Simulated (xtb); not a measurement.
AlCl, charge -1, doublet, geometry from GFN2-xTB (such geometries of metal compounds can be far from the true shape) (a state made from the parent by changing its charge; the spin is typed, not shown lowest); GFN2-xTB with ALPB(water) (xtb 6.7.1).

Input for xtb:
```
$ xtb mol.xyz --gfn 2 --chrg -1 --uhf 1 --alpb water --json

# file mol.xyz
2

Al    -0.00000000    -0.00000000    -1.40501930
Cl     0.00000000     0.00000000     1.07442652
```

Problem. What does xtb print? Leave out banner, timings and long lists.

Solution. 
```
   ID    Z sym.   atoms
    1   13 Al     1
    2   17 Cl     2

           -------------------------------------------------
          |                Calculation Setup                |
           -------------------------------------------------

           -------------------------------------------------
          |                 G F N 2 - x T B                 |
           -------------------------------------------------

      * Solvation model:               ALPB
        Solvent                        water
        Parameter file                 internal GFN2-xTB/ALPB
        Dielectric constant                8.0200E+01
        Reference state                gsolv [1 M gas/solution]
        Free energy shift                  1.0808E-03 Eh       6.7819E-01 kcal/mol
        Temperature                        2.9815E+02 K
        Density                            1.0000E+00 kg/L
        Solvent mass                       1.8000E+01 g/mol
        Interaction kernel             P16
        Born radius scaling (c1)           1.4744E+00
        Born radii integrator          GBOBC
        Born offset                        0.0000E+00 a0       0.0000E+00 AA
        H-bond correction              true
        Ion screening                  false
        Surface tension                    1.0000E-05 Eh       1.5569E+01 dyn/cm
        Grid points                               230 per atom

          ...................................................
          :                      SETUP                      :
          :.................................................:
          :  # basis functions                  20          :
          :  # atomic orbitals                  18          :
          :  # shells                            6          :
          :  # electrons                        11          :
          :  max. iterations                   250          :
          :  Hamiltonian                  GFN2-xTB          :
          :  restarted?                      false          :
          :  GBSA solvation                   true          :
          :  PC potential                    false          :
          :  electronic temp.          300.0000000     K    :
          :  accuracy                    1.0000000          :
          :  -> integral cutoff          0.2500000E+02      :
          :  -> integral neglect         0.1000000E-07      :
          :  -> SCF convergence          0.1000000E-05 Eh   :
          :  -> wf. convergence          0.1000000E-03 e    :
          :  Broyden damping             0.4000000          :
          :  net charge                         -1          :
          :  unpaired electrons                  1          :
          ...................................................

 iter      E             dE          RMSdq      gap      omega  full diag
   1     -5.7944284 -0.579443E+01  0.169E+01    0.00       0.0  T
   2     -5.8054009 -0.109725E-01  0.158E+01    0.00       1.0  T
   3     -5.8136564 -0.825554E-02  0.103E+01    0.00       1.0  T
   4     -5.8137696 -0.113153E-03  0.907E-01    0.00       1.0  T
   5     -5.8137745 -0.493222E-05  0.319E-01    0.00       1.0  T
   6     -5.8137747 -0.189405E-06  0.466E-02    0.00       1.5  T
   7     -5.8137747 -0.120568E-07  0.105E-02    0.00       6.8  T
   8     -5.8137747 -0.630882E-08  0.211E-03    0.00      33.4  T
   9     -5.8137747 -0.338898E-08  0.462E-04    0.00     153.0  T
  10     -5.8137747 -0.653344E-10  0.223E-04    0.00     317.2  T

   *** convergence criteria satisfied after 10 iterations ***

         :::::::::::::::::::::::::::::::::::::::::::::::::::::
         ::                     SUMMARY                     ::
         :::::::::::::::::::::::::::::::::::::::::::::::::::::
         :: total energy              -5.813336661121 Eh    ::
         :: total w/o Gsasa/hb        -5.813890429834 Eh    ::
         :: gradient norm              0.008180812672 Eh/a0 ::
         :: HOMO-LUMO gap              0.000000000001 eV    ::
         ::.................................................::
         :: SCC energy                -5.813774743688 Eh    ::
         :: -> isotropic ES            0.143319456648 Eh    ::
         :: -> anisotropic ES         -0.007433928849 Eh    ::
         :: -> anisotropic XC         -0.000787767769 Eh    ::
         :: -> dispersion             -0.001054056645 Eh    ::
         :: -> Gsolv                  -0.090997681744 Eh    ::
         ::    -> Gelec               -0.091551450456 Eh    ::
         ::    -> Gsasa               -0.000512800299 Eh    ::
         ::    -> Ghb                 -0.000014190687 Eh    ::
         ::    -> Gshift               0.001080759698 Eh    ::
         :: repulsion energy           0.000438082566 Eh    ::
         :: add. restraining           0.000000000000 Eh    ::
         :: total charge              -1.000000000000 e     ::
         :::::::::::::::::::::::::::::::::::::::::::::::::::::

           -------------------------------------------------
          |                Property Printout                |
           -------------------------------------------------

    * Orbital Energies and Occupations

         #    Occupation            Energy/Eh            Energy/eV
      -------------------------------------------------------------
         1        2.0000           -1.0007696             -27.2323
         2        2.0000           -0.3936954             -10.7130
         3        2.0000           -0.3842430             -10.4558
         4        2.0000           -0.3842430             -10.4558
         5        2.0000           -0.2505353              -6.8174
         6        0.5000           -0.1455855              -3.9616 (HOMO)
         7        0.5000           -0.1455855              -3.9616 (LUMO)
         8                         -0.0971989              -2.6449
         9                         -0.0392491              -1.0680
        10                         -0.0392491              -1.0680
        11                          0.0129798               0.3532
        12                          0.0129798               0.3532
        13                          0.1112209               3.0265
        14                          0.1145314               3.1166
        15                          0.1145314               3.1166
        16                          0.1230448               3.3482
        17                          0.1230448               3.3482
        18                          0.3349946               9.1157
      -------------------------------------------------------------
                  HL-Gap            0.0000000 Eh            0.0000 eV
             Fermi-level           -0.1718229 Eh           -4.6755 eV

     #   Z          covCN         q      C6AA      α(0)
     1  13 Al       0.696    -0.226   425.340    53.766
     2  17 Cl       0.696    -0.774   125.765    17.152

 Mol. C6AA /au·bohr⁶  :        956.991584
 Mol. C8AA /au·bohr⁸  :      71679.102836
 Mol. α(0) /au        :         70.917514

Wiberg/Mayer (AO) data.
largest (>0.10) Wiberg bond orders for each atom

 ---------------------------------------------------------------------------
     #   Z sym  total        # sym  WBO       # sym  WBO       # sym  WBO
 ---------------------------------------------------------------------------
     1  13 Al   0.440 --     2 Cl   0.440
     2  17 Cl   0.440 --     1 Al   0.440
 ---------------------------------------------------------------------------

Topologies differ in total number of bonds
Writing topology from bond orders to xtbtopo.mol

molecular dipole:
                 x           y           z       tot (Debye)
 q only:        0.000       0.000      -0.970
   full:       -0.000       0.000      -0.779       1.981
molecular quadrupole (traceless):
                xx          xy          yy          xz          yz          zz
 q only:        2.392       0.000       2.392       0.000       0.000      -4.785
  q+dip:        3.059       0.000       3.059       0.000      -0.000      -6.118
   full:        1.807      -0.000       1.807       0.000      -0.000      -3.614

           -------------------------------------------------
          | TOTAL ENERGY               -5.813336661121 Eh   |
          | GRADIENT NORM               0.008180812672 Eh/α |
          | HOMO-LUMO GAP               0.000000000001 eV   |
           -------------------------------------------------

normal termination of xtb
```
